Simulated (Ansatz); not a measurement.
Molybdenum hexafluoride, F₆Mo. Charge 0, multiplicity 1. Correlated methods include outer-core shells of Mo, which these sets cover unevenly. Mo takes the def2 core potential.

| atom | x (Å) | y (Å) | z (Å) |
| --- | --- | --- | --- |
| F1 | -0.341 | -0.147 | -1.779 |
| Mo2 | 0.000 | 0.000 | 0.000 |
| F3 | 1.612 | 0.751 | -0.371 |
| F4 | 0.766 | -1.648 | -0.011 |
| F5 | 0.341 | 0.147 | 1.779 |
| F6 | -0.766 | 1.648 | 0.011 |
| F7 | -1.612 | -0.752 | 0.371 |

(1) Give the diagnostics of a CCSD(T)/def2-TZVPP run (frozen core, Ansatz). (An estimate is asked.)

Results:

(1) The calculation gave: T1 = 0.0249, largest single amplitude 0.095, largest double 0.030, (T) share of the correlation energy 4.5 %, 11 CCSD cycles. The RHF solution is stable towards an unrestricted one. T1 lies over the customary mark of 0.02 for closed shells; compounds of d metals often pass it without a breakdown.
